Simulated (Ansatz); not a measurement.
Conformers of `N[SiH2]O[Si](N)(F)F`, each relaxed with PBE0-D4/def2-TZVP in Ansatz. CBS adds the triple-zeta coupled-cluster correction to the MP2 limit.

Not all of them had a frequency check.

Conformer A:

Z-matrix (Å, degrees):
```
Si
O 1 1.654
N 1 1.701 2 115.2
H 1 1.479 2 106.0 3 -119.7
H 1 1.480 2 106.5 3 120.0
Si 2 1.604 1 140.7 3 -13.0
H 3 1.007 1 121.5 2 75.5
H 3 1.007 1 121.6 2 -76.8
N 6 1.678 2 109.3 1 -169.5
F 6 1.585 2 112.0 1 69.1
F 6 1.591 2 108.8 1 -44.3
H 9 1.005 6 123.1 2 -172.9
H 9 1.005 6 121.2 2 26.8
```

Conformer B:

```xyz
13

N     1.287   -0.869   -1.109
Si    1.641    0.240    0.153
O     0.281    0.841    0.841
Si   -1.322    0.724    0.880
N    -1.834   -0.414   -0.238
F    -1.791    0.372    2.351
F    -1.951    2.157    0.632
H     1.471   -1.851   -0.988
H     1.376   -0.595   -2.074
H     2.398   -0.473    1.207
H     2.385    1.395   -0.400
H    -1.155   -0.858   -0.835
H    -2.787   -0.669   -0.419
```

Q: Which is lowest in electronic energy at CCSD(T)/CBS (frozen core, def2 sets), and by how much? (Best estimate.)

A: The calculation gave: A; B lies 0.9 kJ/mol higher. Gaps under about 2 kJ/mol don't settle the order.

Q: Give the energies relative to A (kJ/mol) with PBE0-D4/def2-TZVPP, ωB97M-V/def2-TZVPP, PBE0/def2-TZVPP, SCS-MP2/def2-TZVPP, CCSD/def2-TZVPP, HF/def2-QZVPP, SCS-MP2/def2-QZVPP. (An estimate is asked.)

A: Computed: 
```csv
level,B
PBE0-D4/def2-TZVPP,0.9
ωB97M-V/def2-TZVPP,1.6
PBE0/def2-TZVPP,2.0
SCS-MP2/def2-TZVPP,2.8
CCSD/def2-TZVPP,2.3
HF/def2-QZVPP,5.0
SCS-MP2/def2-QZVPP,2.3
```
